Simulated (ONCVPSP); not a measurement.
u(r) = r·R(r): atom against pseudo-atom (Au (Z = 79))

Columns: radius, all-electron u(r) and pseudo u(r) of the 5d shell (level -8.02 eV) of gold in the configuration [Kr] 4d10 4f14 5s2 5p6 5d10 6s0.5 6p0.5; PBE, scalar-relativistic, ONCV scheme, ONCVPSP 4.0.1.

| r (bohr) | all-electron | pseudo |
| --- | --- | --- |
| 0.105 | 0.2765 | 0.0028 |
| 0.210 | -0.0789 | 0.0213 |
| 0.315 | -0.3935 | 0.0676 |
| 0.420 | -0.3456 | 0.1464 |
| 0.525 | -0.0973 | 0.2553 |
| 0.630 | 0.1913 | 0.3843 |
| 0.735 | 0.4425 | 0.5193 |
| 0.840 | 0.6308 | 0.6452 |
| 0.945 | 0.7565 | 0.7490 |
| 1.050 | 0.8290 | 0.8225 |
| 1.155 | 0.8606 | 0.8629 |
| 1.260 | 0.8627 | 0.8726 |
| 1.365 | 0.8447 | 0.8576 |
| 1.470 | 0.8135 | 0.8251 |
| 1.575 | 0.7743 | 0.7824 |
| 1.680 | 0.7308 | 0.7351 |
| 1.785 | 0.6854 | 0.6871 |
| 1.890 | 0.6399 | 0.6402 |
| 1.995 | 0.5953 | 0.5952 |
| 2.100 | 0.5523 | 0.5523 |
| 2.205 | 0.5114 | 0.5114 |
| 2.310 | 0.4729 | 0.4728 |
| 2.415 | 0.4367 | 0.4366 |
| 2.520 | 0.4029 | 0.4028 |
| 2.625 | 0.3714 | 0.3714 |
| 2.730 | 0.3423 | 0.3422 |

How many radial nodes do the two functions have?

The all-electron 5d function has n − l − 1 = 2; the pseudo-wave has 0, since the states of the same l below it are removed with the core.

At about which radius was the pseudo-wave matched?

2.10 bohr. The columns agree to 0.0005 from 1.89 bohr on; several derivatives are matched, so the curves merge somewhat inside the radius.

Is the pseudo-wave norm-conserving?

Yes: the ONCV scheme keeps the norm inside the radius equal to the all-electron one, which fixes the energy derivative of the logarithmic derivative at the level.
